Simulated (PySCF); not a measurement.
Se2, SMILES [Se]=[Se] (connectivity only; charge and spin as stated), neutral, multiplicity 3.

Geometry optimised at B3LYP-D3(BJ)/def2-TZVP.

Method: B3LYP-D3(BJ)/def2-TZVP (PySCF 2.14.0).

Frequencies are harmonic and unscaled.

| mode | ν (cm⁻¹) | IR (km/mol) | moving atoms (share of kinetic energy) |
|---|---|---|---|
| 1 | 385 | 0.0 | Se 100 % |
